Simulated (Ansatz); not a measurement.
A search over several starts for the lowest SCF solution of the cluster W3O5 at the given spin, in a small basis.

```yaml
crystal:
  periodic: [false, false, false]
  atoms:
    - {symbol: W, position_ang: [0.124315, 1.290720, 0.466069]}
    - {symbol: W, position_ang: [-0.541605, -1.006651, 1.265247]}
    - {symbol: W, position_ang: [0.250128, -0.766685, -1.117111]}
    - {symbol: O, position_ang: [0.371475, 0.304262, 2.225254]}
    - {symbol: O, position_ang: [1.352936, 0.824108, -0.963291]}
    - {symbol: O, position_ang: [-0.939839, -0.869410, -2.354219]}
    - {symbol: O, position_ang: [-1.140988, 2.418481, 0.175870]}
    - {symbol: O, position_ang: [0.523589, -2.194836, 0.302181]}
basis:
  gaussian: {orbitals: def2-SVP}
magnetization: {spin_polarized: true, initial_magnetization: 0}
hamiltonian: {xc: pbe0, dispersion: d4}
output: {orbitals: {seedname: orbitals}}
```

```sh
$ ansatz run in.yaml --threads 4 --pin off --events-out ev --progress --plain --max-ram 4787MiB
```

It prints (some lines left out):

```
Functional definition: PBE0
1581 factors; integrals over basis functions are off by at most 8.7e-4 eV
mean field evaluation 1: about -15672.6173 eV, gradient 8.0e1 eV
mean field evaluation 2: about -15233.8579 eV, gradient 3.0e2 eV
mean field evaluation 4: about -15648.3197 eV, gradient 9.4e1 eV
mean field evaluation 8: about -15697.8748 eV, gradient 7.2e-1 eV
mean field evaluation 16: about -15697.8817 eV, gradient 5.1e-1 eV
mean field evaluation 32: about -15697.1996 eV, gradient 4.0e0 eV
mean field -15697.88347781 eV, -576.8865774019 hartree, gradient 6.9e-6 eV, S^2 0.187379; 7 other end points of the search recorded, 0 dependent functions left out
reference -15697.88352704 eV, -576.8865792109 hartree; 41, 41 occupied and 125, 125 virtual orbitals, 1581 factors
Total energy: -15698.25697975 eV, -576.9003033449 hartree
```

Run time 13 s (4 threads of AMD EPYC 9R45 on a shared host), peak host memory 0.83 GiB.

Other converged states that the search met: 0.01 eV higher (⟨S²⟩ = 0.00).

In the def2 sets W takes a core potential; there is no spin–orbit coupling. The unrestricted singlet has broken spin symmetry (⟨S²⟩ up to 0.19). At PBE0-D4/def2-TZVP a triplet of charge 0 lies 0.06 eV below the unrestricted singlet, which stands at the restricted singlet's geometry. The structure comes from a short search, and lower isomers may exist.
